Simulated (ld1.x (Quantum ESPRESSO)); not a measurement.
Plane-wave convergence, TM potential for copper (Cu)

```
Element                 : copper (Cu)
Generator               : ld1.x (Quantum ESPRESSO) 7.5
Type                    : norm-conserving Troullier–Martins (Kleinman–Bylander form)
Functional              : LDA (PZ)
Relativity              : scalar-relativistic
Frozen core             : [Ar]
Valence charge          : 11
Reference configuration : 3d10 4s0 4p0 (charge +1)
Partial waves           : 4p (bound, empty): rc 3.05 bohr; 3d (bound): rc 1.40 bohr; 4s (bound, empty): rc 1.55 bohr
Local potential         : the s channel
Core correction         : a·sin(br)/r model core, default radius (core density twice the valence density)
```

The pseudo-atom Hamiltonian at the reference potential is diagonalised in spherical Bessel functions j_l(qr) that vanish at 20 bohr, with q² up to the cutoff. All-electron valence levels (Ry): 4p -0.4875, 3d -1.0295, 4s -0.8936.

Q: How do the lowest levels (Ry) of each channel move with the cutoff, and are there ghosts?

A:

| cutoff (Ry) | p #1 | d #1 | d #2 | s #1 | f #1 | f #2 | Σ f·Δε (mRy) |
| --- | --- | --- | --- | --- | --- | --- | --- |
| 8 | -0.4867 | -0.1566 | -0.0540 | -0.8669 | -0.0447 | 0.0610 | 8728.4 |
| 18 | -0.4875 | -0.1568 | -0.0541 | -0.8773 | -0.0447 | 0.0610 | 8726.9 |
| 35 | -0.4875 | -0.1597 | -0.0563 | -0.8915 | -0.0447 | 0.0610 | 8697.6 |
| 55 | -0.4875 | -0.2496 | -0.0971 | -0.8929 | -0.0447 | 0.0610 | 7799.0 |
| 80 | -0.4875 | -0.8299 | -0.1356 | -0.8933 | -0.0447 | 0.0610 | 1995.6 |
| 120 | -0.4875 | -1.0252 | -0.1386 | -0.8936 | -0.0447 | 0.0610 | 43.0 |
| 200 | -0.4875 | -1.0292 | -0.1386 | -0.8936 | -0.0447 | 0.0610 | 2.6 |
| 350 | -0.4875 | -1.0295 | -0.1386 | -0.8936 | -0.0447 | 0.0610 | 0.0 |
| 400 | -0.4875 | -1.0295 | -0.1386 | -0.8936 | -0.0447 | 0.0610 | 0.0 |

Result: no extra level below or beside the all-electron valence levels (p, d, s, f tested); 10 mRy is reached at 140 Ry and 1 mRy at 260 Ry.

Its largest configuration-test error is -1475 meV.
